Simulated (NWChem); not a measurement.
# Basis-set convergence for F2Pb

```xyz
3

Pb     0.0000     0.0000     0.2472
F      1.5391     0.0000    -1.1261
F     -1.5391     0.0000    -1.1261
```
Charge 0, spin multiplicity 1.

All runs are NWChem calculations. All single points use one geometry, from B3LYP/def2-SVP with def2 effective core potentials on Pb, a minimum by its harmonic frequencies.

Quantity: first vertical ionisation energy at the level G0W0@PBE.

Effective core potentials replace the inner electrons of Pb; spin-orbit coupling is left out. GW and range-separated runs recompute their integrals, the others keep them in memory, which bears on the times. The structure started from a generated list of species.

Relative cost: rough, from shared machines, SCF included, def2-SVP = 1.

```json
[
 {"basis": "def2-SVP", "functions": "54", "first vertical ionisation energy (eV)": "9.81", "relative cost": "1"},
 {"basis": "def2-SVPD", "functions": "78", "first vertical ionisation energy (eV)": "10.38", "relative cost": "under 3"},
 {"basis": "def2-TZVPP", "functions": "112", "first vertical ionisation energy (eV)": "10.68", "relative cost": "4"},
 {"basis": "def2-TZVP", "functions": "112", "first vertical ionisation energy (eV)": "10.68", "relative cost": "4"},
 {"basis": "def2-TZVPD", "functions": "136", "first vertical ionisation energy (eV)": "10.73", "relative cost": "7"},
 {"basis": "def2-QZVP", "functions": "196", "first vertical ionisation energy (eV)": "10.92", "relative cost": "30"}
]
```

Smallest basis within 0.05 eV of def2-QZVP, the largest set run: no smaller one. def2-QZVP isn't the basis-set limit itself, and a small set can land close by cancellation.
